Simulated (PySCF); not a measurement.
## Energy of Li⁺ (lithium, charge +1) between two integer charges

The 1s beta orbital of 1s2 is emptied in steps (occupation f), with all orbitals relaxed, ending at 1s1. Calculation: PySCF 2.14, in x2c-TZVPall (5s3p, 14 functions); scalar relativity by spin-free X2C-1e. The exact energy is a straight line in f; departures are measured from the line between the end points of the same method.

```
  f  UHF (eV)
  1     0.000
0.8     0.229
0.6     0.330
0.4     0.317
0.2     0.204
  0     0.000
```

For UHF, how does the orbital energy at f = 1 compare with the removal energy?

−ε = 75.988 eV against a total-energy difference of 74.497 eV. By Janak's theorem ε = ∂E/∂f, so the gap between them reflects the curvature. Along the path −ε is 75.308 (f = 0.8), 74.708 (f = 0.6), 74.175 (f = 0.4), 73.696 (f = 0.2) eV.

Reference removal energy between the ground levels: 75.640 eV (theoretical estimate listed by NIST; NIST Atomic Spectra Database, ionization energies). UHF lacks correlation.
